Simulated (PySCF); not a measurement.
Isomers of CH6B2FN, mass 73.067 u with the commonest isotopes. Level of theory: PBE0-D3(BJ)/def2-SVP geometry optimisation, gas phase in PySCF 2.14.0. One conformer each, none proved a minimum here; rigid rotors.

Question: Order these by rotational constant A, largest first.
A. `[NH2:1][BH:2][CH2:3][BH:4][F:5]` with N1–B2–C3–B4 82°, B2–C3–B4–F5 -93°
B. `[BH2:1][NH:2][B:3]([CH3:4])[F:5]` with B1–N2–B3–C4 0°
C. `[BH2:1][NH:2][CH2:3][BH:4][F:5]` with B1–N2–C3–B4 130°, N2–C3–B4–F5 5°

Answer: C (12012 MHz), A (8779 MHz), B (7829 MHz).

Question: Order these by rotational constant C, largest first.
A. `[NH2:1][BH:2][CH2:3][BH:4][F:5]` with N1–B2–C3–B4 82°, B2–C3–B4–F5 -93°
B. `[BH2:1][NH:2][B:3]([CH3:4])[F:5]` with B1–N2–B3–C4 0°
C. `[BH2:1][NH:2][CH2:3][BH:4][F:5]` with B1–N2–C3–B4 130°, N2–C3–B4–F5 5°

Answer: B (2629 MHz), A (2565 MHz), C (2448 MHz).

Question: Order these by out-of-plane moment Σ m c² = (Ia + Ib − Ic)/2, largest first.
A. `[BH2:1][NH:2][CH2:3][BH:4][F:5]` with B1–N2–C3–B4 130°, N2–C3–B4–F5 5°
B. `[NH2:1][BH:2][CH2:3][BH:4][F:5]` with N1–B2–C3–B4 82°, B2–C3–B4–F5 -93°
C. `[BH2:1][NH:2][B:3]([CH3:4])[F:5]` with B1–N2–B3–C4 0°

Answer: B (10.87 u·Å²), A (6.74 u·Å²), C (1.56 u·Å²).

```json
{"SMILES": "NBCBF", "point group": "C1", "Ia (u·Å²)": "57.57", "Ib (u·Å²)": "161.16", "Ic (u·Å²)": "196.99", "κ": "-0.82", "μa (D)": "1.58", "μb (D)": "0.88", "μc (D)": "0.76"}
{"SMILES": "BNCBF", "point group": "C1", "Ia (u·Å²)": "42.07", "Ib (u·Å²)": "177.86", "Ic (u·Å²)": "206.45", "κ": "-0.92", "μa (D)": "1.25", "μb (D)": "1.12", "μc (D)": "0.94"}
{"SMILES": "BNB(C)F", "point group": "near Cs", "Ia (u·Å²)": "64.55", "Ib (u·Å²)": "130.83", "Ic (u·Å²)": "192.26", "κ": "-0.53", "μa (D)": "0.03", "μb (D)": "0.11", "μc (D)": "0.01"}
```
